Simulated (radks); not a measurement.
Question: The mean radii <r> (bohr) of the occupied orbitals of an atom or ion are listed with their occupations. All-electron calculation, scalar-relativistic Kohn-Sham, r2SCAN, spin-polarised, spherical densities, finite nucleus; meta-GGA in the generalised Kohn-Sham scheme; Fermi nuclear charge, rms radius of each element as measured or else 0.836 A^(1/3) + 0.57 fm. Program: a radial shooting solver on a logarithmic mesh with Libxc functionals.

| orbital | occ. | <r> |
|---|---|---|
| 1s up | 1 | 0.03186 |
| 1s down | 1 | 0.03185 |
| 2s up | 1 | 0.1364 |
| 2s down | 1 | 0.1363 |
| 2p up | 3 | 0.1188 |
| 2p down | 3 | 0.1188 |
| 3s up | 1 | 0.3360 |
| 3s down | 1 | 0.3375 |
| 3p up | 3 | 0.3265 |

Name the element and its charge. Open shells, if any, are filled with parallel spins first.

Answer: Z = 46, palladium, charge +31: Pd31+ in [Ne] 3s2 3p3. The 1s radius gives Z: for a bare nucleus <r> = (2 gamma + 1)/(2Z) with gamma = sqrt(1 - (Z/c)^2), 0.03135 bohr for Z = 46, and screening makes it slightly larger (0.03186 here). The occupations add up to 15, and the charge is Z minus that.
